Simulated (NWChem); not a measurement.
System: TiHOF₃; SMILES [F][Ti]([OH])([F])[F]

Input file for NWChem:

```
start job
memory heap 200 mb stack 900 mb global 1100 mb
geometry units angstroms noautosym nocenter noautoz
  Ti    -0.007683     0.005373    -0.033954
  F      1.060026    -0.499731     1.238643
  F      0.533138    -0.633357    -1.554779
  F     -1.595400    -0.593467     0.333746
  O     -0.039681     1.748602    -0.120648
  H     -0.229697     2.560883     0.357445
end
basis spherical
  * library 6-31g*
end
dft
  xc b3lyp
  iterations 150
end
property
  efieldgrad
end
task dft property
```

The geometry was optimised at PBE0/def2-SVP.

Vzz is the largest principal value of the second derivative of the potential at the nucleus (NWChem prints the opposite sign); η is the asymmetry. Non-relativistic.

Atoms are numbered as in the input.

**Question.** What results follow from this input? (B3LYP/6-31G* (spherical d).) Quantities: Vzz Ti1 (a.u.); η Ti1; Vzz O5 (a.u.); η O5.

**Answer.** 
```
Item             Value
--------------  ------
Vzz Ti1 (a.u.)  -0.178
η Ti1             0.29
Vzz O5 (a.u.)    1.236
η O5              0.05
```
